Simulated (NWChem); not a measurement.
System: CH₅S cation; SMILES C[SH2+]

```xyz
7

C     -0.0098     1.2132     0.0000
S     -0.0719    -0.6003     0.0000
H     -0.5548     1.5351     0.8983
H     -0.5548     1.5351    -0.8983
H      1.0250     1.5761     0.0000
H      0.8078    -0.8842     0.9987
H      0.8078    -0.8842    -0.9987
```
Atoms are numbered in this order, from 1.

STO-3G and 3-21G are far too small for this property and stand as cheap habits. Geometry: optimised at PBE0/def2-SVP.

**Question.** Give the principal values of the shielding tensors (ppm) of C1, S2 from Hartree-Fock/STO-3G, GIAO (NWChem), with their diamagnetic and paramagnetic parts as GIAO splits them.

**Answer.** 
| atom | σ11 | σ22 | σ33 | isotropic | diamagnetic | paramagnetic |
|---|---|---|---|---|---|---|
| C1 | 201.0 | 202.9 | 239.6 | 214.5 | 248.2 | -33.6 |
| S2 | 789.7 | 880.8 | 883.4 | 851.3 | 1037.7 | -186.4 |
